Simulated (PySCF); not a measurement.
## How methods differ on the excitation energy of W+

W+ [Xe] 4f14 5d4 6s1 (6D) → W+ [Xe] 4f14 5d3 6s2 (4F), as a difference of total energies. Computed with PySCF 2.14 in x2c-TZVPPall (11s7p7d3f1g, 97 functions), with scalar relativity by spin-free X2C-1e. Correlated levels: valence: [Xe] 4f14 frozen. The calculations carry no spin-orbit coupling.

```tsv
method	excitation energy (cm⁻¹)
UHF	19944
LDA	13646
PBE	14590
PBE0	15891
r2SCAN	17536
M06-2X	8369.1
CAM-B3LYP	10542
BP86	13825
MP2 (valence)	18252
SCS-MP2 (valence)	13868
```

A first-order spin-orbit estimate (lowest level to lowest level, LS coupling) adds -0.246 eV.
